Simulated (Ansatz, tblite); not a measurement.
Forces on Hg3O2 at its PBE-D4/def2-SVP geometry. Charge 0, multiplicity 1.

In the def2 sets Hg takes a core potential; there is no spin–orbit coupling. The xTB rows come from tblite. The restricted singlet is unstable towards broken spin symmetry in Hartree–Fock (as tested in another run); at PBE-D4/def2-TZVP this wasn't settled. Another isomer (singlet) lies 0.92 eV lower at PBE0-D4/def2-TZVP; other spin states weren't run for this one.

GFN1-xTB (tblite), largest force 0.44 eV/Å:

```xyz
5
positions Å, forces eV/Å
Hg   -3.067   -0.710   -1.614    0.230   -0.100   -0.134
Hg    0.364   -0.211   -0.301    0.217   -0.127   -0.179
Hg    1.758    1.470    2.695    0.165   -0.130   -0.192
O     1.849    0.347    0.839   -0.360    0.154    0.205
O    -0.904   -0.897   -1.619   -0.253    0.202    0.300
```

GFN2-xTB (tblite), largest force 0.59 eV/Å:

```
Hg -0.399 -0.112 -0.243
Hg 0.331 -0.192 -0.273
Hg 0.267 0.189 0.352
O -0.504 -0.125 -0.279
O 0.305 0.241 0.443
```

PBE-D4/def2-TZVP (Ansatz), largest force 0.09 eV/Å:

```
Hg 0.080 0.017 0.039
Hg -0.036 0.019 0.031
Hg -0.043 -0.038 -0.070
O -0.032 -0.013 -0.028
O 0.031 0.015 0.028
```
